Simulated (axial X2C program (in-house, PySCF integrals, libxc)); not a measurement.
# CaS: computed against measured constants

All values were computed with an axial X2C code built on PySCF integrals. Spin-free means the one-electron spin-free X2C Hamiltonian; two-component (2c) means X2C with spin–orbit coupling and atomic mean-field two-electron Coulomb and Gaunt terms, so the difference of the two also holds small scalar two-electron terms. Basis: Ca dyall-cv3z [11s12p6d4f], S dyall-av3z [9s8p3d2f] (cores contracted in-house); Gaussian nuclei, density fitting, unrestricted open shells. Masses: Ca 39.963 u, S 31.972 u.

| Hamiltonian | level | Re (Å) | ωe (cm⁻¹) | ωexe (cm⁻¹) | De (eV) |
| --- | --- | --- | --- | --- | --- |
| spin-free | PBE0 | 2.299 | 483.9 | 1.46 | 3.60 |
| spin-free | HF | 2.351 | 478.6 | 1.54 | 1.32 |
| spin-free | MP2 | 2.387 | 431.5 | 1.55 | 3.29 |
| spin-free | CCSD | 2.373 | 446.3 | 1.84 | 2.73 |
| spin-free | CCSD(T) | 2.388 | 429.2 | 1.8 | 2.99 |
| spin-free | M06 | 2.300 | 492.4 | 1.34 | 3.50 |
| 2c | PBE0 | 2.299 | 483.8 | 1.46 | 3.60 |
| 2c | M06 | 2.300 | 492.3 | 1.34 | 3.47 |

De refers to Ca + S.

Correlated methods: 8 electrons correlated (number of frozen shells: Ca 3 s, 2 p; S 2 s, 1 p), 250 virtual spin orbitals or spinors in MP2, 90 natural virtuals in coupled cluster.

Measured (Huber and Herzberg, Constants of Diatomic Molecules, 1979; state 1Σ+): Re (Å) 2.3178, ωe (cm⁻¹) 462.23, ωexe (cm⁻¹) 1.78.

Task: Work out the error of each level, computed minus measured.

Result: 

| Hamiltonian | level | Re (Å) | ωe (cm⁻¹) | ωexe (cm⁻¹) |
| --- | --- | --- | --- | --- |
| spin-free | PBE0 | -0.019 | 21.7 | -0.32 |
| spin-free | HF | 0.033 | 16.4 | -0.24 |
| spin-free | MP2 | 0.069 | -30.7 | -0.23 |
| spin-free | CCSD | 0.055 | -15.9 | 0.06 |
| spin-free | CCSD(T) | 0.070 | -33.0 | 0.02 |
| spin-free | M06 | -0.018 | 30.2 | -0.44 |
| 2c | PBE0 | -0.019 | 21.6 | -0.32 |
| 2c | M06 | -0.018 | 30.1 | -0.44 |

The state is one determinant whose occupation by symmetry is held fixed; it was picked as the lowest of a PBE0 search that is not exhaustive. Closed shells are restricted here (equal orbitals for both partners); the stretched side of such a curve lies too high. Dissociation energies refer to the lowest single-determinant-based atoms at the same level and basis. CCSD and (T) use frozen natural virtuals with an MP2 correction for the truncation; (T) itself is uncorrected, so its De runs slightly low. In 2c an atomic determinant is not the ground J level, so De misses part of the atomic spin–orbit lowering. This holds for PBE0. The functionals have no current-density term, which raises determinants with orbital currents, atoms included. The outer-core s and p shells of the metal are frozen in the correlated rows, which leaves out core–valence correlation; for alkali and alkaline-earth bonds that tends to lengthen them. The stretched end of a curve changes character and is left out.
